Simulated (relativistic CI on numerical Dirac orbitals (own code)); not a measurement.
Computed by Dirac-Coulomb-Breit CI, orbitals from a KLI potential per configuration, model QED, unscaled Slater integrals (own radial code, finite nucleus).

Configurations in the expansion (outside the closed core 1s2): 2s2, 2s 2p, 2p2, 2p 3s, 2p 3p, 2s 3s, 2s 3p, 2s 3d, 2s 4s, 2s 4p, 2s 4d, 2s 4f, 2s 5s, 2s 5p, 2s 5d, 2s 5f, 2s 5g, 3s2, 3s 3p, 3p2. Levels of other configurations are missing.

At this charge energies of transitions that change n are usually good to better than 1 %, and those within a shell (Δn = 0) to a few per cent.

Outline of the computed level scheme of Sc XVIII. Lowest level of each configuration: 2s2 1S_0 at 0.000 eV; 2s 2p 3P°_0 at 34.008 eV; 2p2 3P_0 at 91.159 eV; 2s 3s 3S_1 at 689.454 eV; 2s 3p 3P°_1 at 706.006 eV; 2s 3d 3D_1 at 715.887 eV; 2p 3s 3P°_0 at 732.451 eV; 2p 3p 3D_1 at 742.741 eV; 2s 4s 3S_1 at 924.621 eV.

Some strong electric-dipole decays among the lowest 36 levels: 2s 3d 3D_3 → 2s 2p 3P°_2 (8.8e+12 s⁻¹); 2s 3d 3D_2 → 2s 2p 3P°_1 (6.8e+12 s⁻¹); 2s 3d 1D_2 → 2s 2p 1P°_1 (6.3e+12 s⁻¹); 2s 3d 3D_1 → 2s 2p 3P°_0 (5.1e+12 s⁻¹); 2s 3d 3D_1 → 2s 2p 3P°_1 (3.8e+12 s⁻¹); 2p 3p 1D_2 → 2s 2p 1P°_1 (3.5e+12 s⁻¹); 2p 3p 1S_0 → 2s 2p 1P°_1 (3.0e+12 s⁻¹); 2p 3p 3P_0 → 2s 2p 3P°_1 (2.6e+12 s⁻¹).

LS names give the leading component of a level, which can be under half, so a name can repeat, a term be missing and a line seem to break the LS rules.
